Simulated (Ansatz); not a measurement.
Start from `[CH3][Al]([Cl])[Br]` and change one element to get `[CH3][In]([Cl])[Br]`.

Ansatz, PBE0-D4/def2-TZVP geometries, multiplicity 1. 

Elements past krypton have def2 core potentials. Scalar relativity is left out up to krypton.

| property | `[CH3][Al]([Cl])[Br]` |
| --- | --- |
| LUMO energy (ωB97M-V/def2-TZVPP) / eV | 0.66 |
| LUMO energy (PBE/def2-TZVPP) / eV | -1.78 |
| HOMO energy (ωB97M-V/def2-TZVPP) / eV | -10.73 |
| HOMO energy (PBE/def2-TZVPP) / eV | -7.24 |
| LUMO energy (B3LYP/def2-TZVPP) / eV | -1.21 |
| HOMO–LUMO gap (PBE0/def2-TZVPP) / eV | 7.52 |

**Question.** Give the same properties after the change, and the shifts. (Estimate.)

**Answer.** Computed: 
```tsv
property	`[CH3][In]([Cl])[Br]`	shift
LUMO energy (ωB97M-V/def2-TZVPP) / eV	0.00	-0.66
LUMO energy (PBE/def2-TZVPP) / eV	-2.56	-0.78
HOMO energy (ωB97M-V/def2-TZVPP) / eV	-10.39	0.34
HOMO energy (PBE/def2-TZVPP) / eV	-6.96	0.28
LUMO energy (B3LYP/def2-TZVPP) / eV	-2.01	-0.80
HOMO–LUMO gap (PBE0/def2-TZVPP) / eV	6.52	-1.00
```

With PBE0 the HOMO rises by 0.31 eV and the LUMO falls by 0.69 eV, so the gap narrows by about 1.00 eV. PBE moves the HOMO by 0.28 eV and ωB97M-V by 0.34 eV.

B3LYP here is the variant with VWN-RPA as its local correlation; programs differ in this.

Spin–orbit coupling is left out; it splits and shifts lone-pair levels of the heavy atoms by tenths of an eV.
